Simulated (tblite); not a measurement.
Species: C8H10O2.
Cartesian coordinates in Å at the GFN2-xTB level; atoms count from 1:
```xyz
20
C8H10O2 angstrom
C      1.8475   -1.0310   -0.4570
C      1.3527    0.4102   -0.4082
C     -0.1246    0.5101    0.0030
C     -0.5726    1.9770    0.0385
C     -1.0244   -0.2799   -0.9429
O     -1.1192   -0.1292   -2.1327
C     -1.7691   -1.2610   -0.1171
C     -1.4068   -1.1813    1.1652
C     -0.3735   -0.1362    1.3626
O      0.1613    0.1529    2.4009
H      2.8941   -1.0542   -0.7512
H      1.2769   -1.6127   -1.1789
H      1.7569   -1.5043    0.5191
H      1.9465    0.9774    0.3110
H      1.4652    0.8702   -1.3919
H      0.0275    2.5269    0.7597
H     -0.4483    2.4227   -0.9456
H     -1.6201    2.0525    0.3261
H     -2.4953   -1.9285   -0.5492
H     -1.7798   -1.7708    1.9857
```

All values are computed: GFN2-xTB (tblite) harmonic vibrations without scaling, gas phase. Against measured fundamentals such values can be off by several per cent, at times by over 20. One conformer, not necessarily the lowest.

Harmonic wavenumbers (cm⁻¹): 38.1, 88.3, 158.1, 158.8, 189.6, 223.3, 241.9, 246.0, 272.0, 365.0, 414.9, 528.5, 575.5, 627.4, 684.8, 706.2, 715.1, 794.3, 843.8, 887.1, 904.5, 935.1, 1024.9, 1036.7, 1036.8, 1063.8, 1084.0, 1123.2, 1141.0, 1199.3, 1240.3, 1247.4, 1269.8, 1330.5, 1398.8, 1418.7, 1466.7, 1482.3, 1489.7, 1500.3, 1503.9, 1617.3, 1765.8, 1786.5, 2981.8, 2989.7, 3026.1, 3027.4, 3030.7, 3038.7, 3040.1, 3043.5, 3110.8, 3125.8.

A = 1610, B = 1411, C = 1206 MHz; mass 138.068 u (most abundant isotopes); point group Cs, symmetry number 1.

Question: What is the zero-point energy?

Answer: Half the sum of the wavenumbers: 35120 cm⁻¹ = 420.13 kJ/mol.

Question: Entropy at 298.15 K, 1 bar (ideal gas, RRHO, classical rotation)?

Answer: Translation 170.31, rotation 121.97, vibration 123.26: S = 415.5 J/(mol K).

Question: And Cp and H(298.15 K) − H(0)?

Answer: Cp = 166.18 J/(mol K), of which vibrations give 132.92 (their classical limit is 54 R = 449.0); H(298.15 K) − H(0) = 29.70 kJ/mol without the zero-point energy, 19.79 from vibrations.

Question: Which modes carry the vibrational entropy at 298.15 K?

Answer: 38.1 cm⁻¹: 22.41; 88.3 cm⁻¹: 15.47; 158.1 cm⁻¹: 10.76; 158.8 cm⁻¹: 10.73; 189.6 cm⁻¹: 9.34; 223.3 cm⁻¹: 8.08 J/(mol K); the other 48 give 46.47 together.

Question: How do the functions run with temperature in this model?

Answer: 
```
 T (K)  S (J/(mol K))  Cp (J/(mol K))  H − H(0) (kJ/mol)  G − H(0) (kJ/mol)  ln q(vib)
    50          244.8            52.1               2.04             -10.20       0.52
   100          289.6            79.7               5.35             -23.61       1.61
373.15          456.4           199.3              43.42            -126.90       8.85
   500          521.9           248.6              71.93            -189.00      12.24
   750          636.9           318.2             143.45            -334.22      18.75
  1000          735.0           363.1             228.99            -506.03      24.87
```

q(vib) and H(0) count from the zero-point level.

Hindered rotation and anharmonicity are outside this model. Other conformers, if any are populated, would add a mixing term that is left out.
